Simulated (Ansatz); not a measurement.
Frontier orbitals of CH5ClGaNOSi (`[SiH3]O/C=[N]\[GaH][Cl]`).

Charge 0, multiplicity 1. Correlated methods include outer-core shells of Ga, which these sets cover unevenly. Scalar relativity is left out up to krypton. All single points use the PBE0-D4/def2-TZVP geometry. It is one conformer, not always the lowest. Basis def2-TZVPP, Ansatz.

Orbital energies of one run (eV). Highest occupied ones, from the top: -8.87, -9.77, -9.99, -10.19, -11.20, -11.77, -11.85, -12.18, -13.18, -14.41, -15.63, -16.34, -17.03, -20.40. Empty: -0.10, 0.56, 0.66, 1.14, 1.63, 2.07.

Task: Which functional gave them?
A. BLYP
B. BHLYP
C. ωB97X-V
D. B97M-V

Result: B. HOMO energies: BHLYP -8.87, ωB97X-V -10.00, B97M-V -6.68, BLYP -6.19 eV.
